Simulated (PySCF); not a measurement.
## TDDFT excited states: C4H13BF2N2Si

C4H13BF2N2Si.
SMILES: `CN(C)[SiH2]N(C)CB(F)F`

The calculation used TDDFT CAM-B3LYP/def2-SVPD, vertical, gas phase, core orbitals frozen in the response (PySCF). The structure is a single PBE0-D3(BJ)/def2-SVP conformer in the gas phase; no vibrational or solvent corrections. Torsions of this conformer, `[CH3:1][N:2]([CH3:3])[SiH2:4][N:5]([CH3:6])[CH2:7][B:8]([F:9])[F:10]`: C1–N2–Si4–N5 51°, N2–Si4–N5–C6 53°, Si4–N5–C7–B8 -98°, N5–C7–B8–F9 17°.

```json
{"state": "S1", "E (eV)": "5.69", "λ (nm)": "217.9", "ν̃ (cm⁻¹)": "45900", "f": "0.0029", "|μ| (D)": "0.37", "main configurations (H = HOMO, L = LUMO)": "H-1→L+1 (30%), H→L+1 (23%), H-1→L+2 (16%)"}
{"state": "S2", "E (eV)": "5.95", "λ (nm)": "208.3", "ν̃ (cm⁻¹)": "48000", "f": "0.018", "|μ| (D)": "0.91", "main configurations (H = HOMO, L = LUMO)": "H→L+2 (31%), H→L (27%), H-1→L+1 (21%)"}
{"state": "S3", "E (eV)": "5.98", "λ (nm)": "207.2", "ν̃ (cm⁻¹)": "48260", "f": "0.0076", "|μ| (D)": "0.58", "main configurations (H = HOMO, L = LUMO)": "H-1→L (43%), H→L+1 (21%), H-1→L+2 (10%)"}
{"state": "S4", "E (eV)": "6.50", "λ (nm)": "190.8", "ν̃ (cm⁻¹)": "52420", "f": "0.027", "|μ| (D)": "1.05", "main configurations (H = HOMO, L = LUMO)": "H→L+2 (18%), H-1→L+3 (15%), H→L (12%)"}
{"state": "S5", "E (eV)": "6.55", "λ (nm)": "189.3", "ν̃ (cm⁻¹)": "52840", "f": "0.069", "|μ| (D)": "1.67", "main configurations (H = HOMO, L = LUMO)": "H-1→L+2 (31%), H→L+3 (26%), H→L+1 (9%)"}
{"state": "S6", "E (eV)": "6.77", "λ (nm)": "183.2", "ν̃ (cm⁻¹)": "54570", "f": "0.018", "|μ| (D)": "0.84", "main configurations (H = HOMO, L = LUMO)": "H→L (18%), H-1→L+1 (16%), H→L+1 (10%)"}
{"state": "S7", "E (eV)": "6.91", "λ (nm)": "179.5", "ν̃ (cm⁻¹)": "55720", "f": "0.023", "|μ| (D)": "0.94", "main configurations (H = HOMO, L = LUMO)": "H-1→L+3 (25%), H-1→L+5 (15%), H-1→L+7 (9%)"}
{"state": "S8", "E (eV)": "7.08", "λ (nm)": "175.1", "ν̃ (cm⁻¹)": "57090", "f": "0.014", "|μ| (D)": "0.71", "main configurations (H = HOMO, L = LUMO)": "H→L+3 (21%), H→L+5 (16%), H→L+4 (12%)"}
{"state": "S9", "E (eV)": "7.08", "λ (nm)": "175.0", "ν̃ (cm⁻¹)": "57140", "f": "0.017", "|μ| (D)": "0.80", "main configurations (H = HOMO, L = LUMO)": "H→L+4 (47%), H-1→L+4 (30%)"}
{"state": "S10", "E (eV)": "7.18", "λ (nm)": "172.7", "ν̃ (cm⁻¹)": "57910", "f": "0.042", "|μ| (D)": "1.24", "main configurations (H = HOMO, L = LUMO)": "H-1→L+4 (23%), H-1→L+5 (18%), H→L+5 (13%)"}
```

Triplets (Tamm–Dancoff): T1 5.37 eV, H-1→L+1 (36%), H→L+1 (24%), H-1→L+2 (18%); T2 5.82 eV, H→L (27%), H→L+2 (25%), H-1→L+1 (14%); T3 5.83 eV, H-1→L (40%), H→L+1 (14%), H→L (12%); T4 6.19 eV, H-1→L (18%), H→L+3 (18%), H→L+5 (15%).

The lowest singlet lies at 5.69 eV (218 nm, ultraviolet) and is very weak; its leading configuration is HOMO-1→LUMO+1 (30%). The strongest level in the table is S5 at 6.55 eV (189 nm, f = 0.069). S8/S9 lie within about 0.01 eV of each other. Löwdin shares by element: HOMO nitrogen 54%, silicon 7%, carbon 6% or more (atoms not listed hold the other 32%); LUMO boron 45%, silicon 6%, fluorine 6% or more, carbon 6% or more (atoms not listed hold the other 38%). Of the 10 states listed, 8 reach f = 0.01 and none stays under 0.0005. Weighted by f, the mean energy of these states is 6.70 eV. The oscillator strengths of these states sum to 0.239; summed over the whole spectrum of an exact calculation they would give the number of electrons, 88 (Thomas–Reiche–Kuhn). All these states lie below the vertical ionisation energy of 8.30 eV (ΔSCF). The window holds the lowest 10 singlets.

On an Arm Neoverse N1 with one thread, shared host, this took 13 min (with the writing of density and orbital grids) and 1.7 GiB of memory at its peak.

Without π bonds the low states are Rydberg-like; a valence basis with one diffuse set may place them up to an eV too high.
